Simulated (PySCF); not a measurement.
A GIAO shielding run with PySCF 2.14 (density fitting, non-relativistic, gas phase) on `[SiH2](N)[SiH2]O[SiH3]`, H9NOSi3:

```
$ OMP_NUM_THREADS=1 python probes_run.py task.json out

{"job": {"kind": "nmr", "xc": "OPBE", "basis": "pcSseg-1", "pop": false}, "charge": 0, "multiplicity": 1}
N     -3.166805     0.330555     0.382526
Si    -1.755303    -0.627798     0.718655
Si     0.087698     0.624013    -0.010869
O      1.489355    -0.094936     0.535481
Si     3.109106    -0.265230     0.234241
H     -4.082749    -0.103377     0.430014
H     -3.211121     1.278173     0.741828
H     -1.868388    -1.891533    -0.073438
H     -1.543604    -1.033341     2.152347
H      0.015301     2.030456     0.504980
H      0.105780     0.703357    -1.508016
H      3.325725    -1.024983    -1.034290
H      3.766934     1.072054     0.109912
H      3.720766    -1.012765     1.368537
```

Hardware: 1 thread of an Arm Neoverse V1, shared host.

Problem. How large is the calculation?

Solution. 66 electrons, 151 basis functions and 854 auxiliary functions.

Problem. How long does it take, and how much memory does it need?

Solution. 19 s of wall time, with 14 SCF cycles; peak memory 0.94 GiB. Times on a shared host scatter by some tens of per cent.

Problem. And these other runs on the same molecule and hardware: GIAO shielding at B3LYP/pcSseg-1; GIAO shielding at B97-D/pcSseg-1; GIAO shielding at BLYP/pcSseg-1; GIAO shielding at BP86/pcSseg-1; GIAO shielding at HF/pcSseg-1; GIAO shielding at KT2/pcSseg-1?

Solution. B3LYP/pcSseg-1: 151 functions, 14 s; B97-D/pcSseg-1: 151 functions, 20 s; BLYP/pcSseg-1: 151 functions, 20 s; BP86/pcSseg-1: 151 functions, 19 s; HF/pcSseg-1: 151 functions, 7.8 s; KT2/pcSseg-1: 151 functions, 20 s.
